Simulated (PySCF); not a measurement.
Run record: excited-state job, `C[O][GeH]1[CH2]C[CH2]1`.

Computed with TDDFT CAM-B3LYP/def2-SVPD, vertical, gas phase, core orbitals frozen in the response (PySCF 2.14.0, density-fitted response routines). Geometry: GFN2-xTB. The input is one job of a driver script: a line of settings, then coordinates in Å.

Input:
```
{"job": {"kind": "uv", "xc": "CAM-B3LYP", "basis": "def2-SVPD", "nstates": 8, "ntriplets": 3}, "charge": 0, "multiplicity": 1}
C      2.944491    -0.164743    -0.205217
O      1.635637     0.276732    -0.479017
Ge     0.272644     0.310486     0.666781
C     -1.345328     1.170297    -0.126003
C     -2.191518    -0.031128     0.336082
C     -1.133591    -1.129108     0.546002
H      3.268996     0.116899     0.800023
H      3.019012    -1.250270    -0.305001
H      3.605430     0.306032    -0.935279
H      0.867940     0.704290     2.036190
H     -1.251117     1.197252    -1.210525
H     -1.715117     2.135239     0.210329
H     -2.968269    -0.309517    -0.375773
H     -2.673285     0.201415     1.285868
H     -0.995055    -1.720834    -0.358027
H     -1.348468    -1.804097     1.369638
```

Output:
```
coarse grid: 58040 points
cycle   1  E = -2310.1150952574  dE =  1.247e-02  |g| = 8.013e-01  |ddm| = 5.680e+00
cycle   2  E = -2310.0092003104  dE =  1.059e-01  |g| = 1.128e+00  |ddm| = 2.165e+00
cycle   3  E = -2310.2293272852  dE = -2.201e-01  |g| = 1.108e-01  |ddm| = 1.187e+00
cycle   4  E = -2310.2313745812  dE = -2.047e-03  |g| = 4.790e-02  |ddm| = 1.957e-01
cycle   5  E = -2310.2318117024  dE = -4.371e-04  |g| = 3.785e-03  |ddm| = 6.251e-02
cycle   6  E = -2310.2318158650  dE = -4.163e-06  |g| = 1.094e-03  |ddm| = 1.085e-02
final grid: 122800 points
cycle   7  E = -2310.2318272225  dE = -2.691e-07  |g| = 9.389e-04  |ddm| = 5.914e-03
cycle   8  E = -2310.2318272604  dE = -3.788e-08  |g| = 8.864e-04  |ddm| = 2.597e-03
cycle   9  E = -2310.2318274399  dE = -1.795e-07  |g| = 7.437e-05  |ddm| = 1.162e-03
cycle  10  E = -2310.2318274414  dE = -1.486e-09  |g| = 3.107e-05  |ddm| = 1.526e-04
cycle  11  E = -2310.2318274417  dE = -2.965e-10  |g| = 1.472e-05  |ddm| = 7.764e-05
converged SCF energy = -2310.2318274417

Static polarisability (au): isotropic 81.383, principal 70.903 73.566 99.680

Singlet excitations
state   eV       nm        f      main configurations
  1   6.5421    189.5   0.02304   H->L 0.63, H->L+1 0.10, H->L+3 0.09
  2   6.9627    178.1   0.03685   H->L+2 0.49, H->L 0.21, H->L+1 0.12
  3   7.1466    173.5   0.04583   H->L+1 0.67, H->L+2 0.17
  4   7.3090    169.6   0.04245   H-1->L 0.34, H-1->L+1 0.20, H->L+3 0.18
  5   7.4359    166.7   0.07528   H->L+3 0.49, H->L+2 0.15, H-1->L 0.15
  6   7.5737    163.7   0.01180   H-1->L+2 0.45, H-2->L 0.27
  7   7.6849    161.3   0.03367   H-1->L+2 0.36, H-2->L 0.31, H-1->L+1 0.14
  8   7.8190    158.6   0.01183   H->L+4 0.45, H-3->L 0.13, H->L+5 0.09

Triplet excitations (Tamm-Dancoff, eV): 6.0161 6.4851 6.6936
```

The SCF starts on a coarse grid where the log names one; the energy can jump when the final grid takes over, and dE then counts from the start density on the new grid. H and L stand for HOMO and LUMO; the number after each pair is its weight.

Question: Which computed singlet has the largest oscillator strength, and what do all of them sum to?

Answer: State 5 at 7.44 eV (167 nm), f = 0.075; the 8 states sum to 0.281.

Question: How does the lowest singlet excitation compare with the HOMO–LUMO gap?

Answer: HOMO -8.55 eV and LUMO 1.18 eV give a gap of 9.73 eV; S1 at 6.54 eV lies 3.19 eV below it.

Main results: HOMO -8.55 eV, LUMO 1.18 eV; lowest singlet 6.54 eV; lowest triplet 6.02 eV (Tamm–Dancoff); mean polarisability 81.4 au.

 Relativistic effects, spin–orbit coupling among them, are left out although an element past zinc is present.

Question: How long does this job take on an Arm Neoverse V2 with one thread, no GPU, shared host?

Answer: About 59 s.

One conformer stands for the species.
Labels such as C1 count atoms from 1, the log's own numbers from 0.
